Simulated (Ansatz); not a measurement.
Basis-set extrapolation for `BC(C)(F)[SiH3]` (PBE0-D4/def2-TZVP geometry, frozen core, the Gaussian-basis code of Ansatz). Multiplicity 1, RHF reference.

```json
{"": "HF", "def2-TZVPP": "-493.500899", "def2-QZVPP": "-493.519170"}
{"": "MP2 correlation", "def2-TZVPP": "-0.829652", "def2-QZVPP": "-0.891688"}
{"": "CCSD(T) correlation", "def2-TZVPP": "-0.916733", "def2-QZVPP": "not run"}
```

Energies in hartree. Use E(X) = E(∞) + A·exp(−7.88·√X) for Hartree–Fock and E(X) = E(∞) + B·X^(−2.97) for correlation, with X = 3 and 4, and add CCSD(T) minus MP2 of the smaller set to the MP2 limit.

Q: What is the CCSD(T) energy at the basis-set limit?

A: HF limit: -493.519170 + (-0.018271) × 0.13774 = -493.52169. MP2 limit: -0.891688 + (-0.062036) × 0.74074 = -0.93764. Higher-order term: -0.916733 − (-0.829652) = -0.08708. Total: -494.54641 hartree, 80.8 kcal/mol below CCSD(T)/def2-TZVPP.
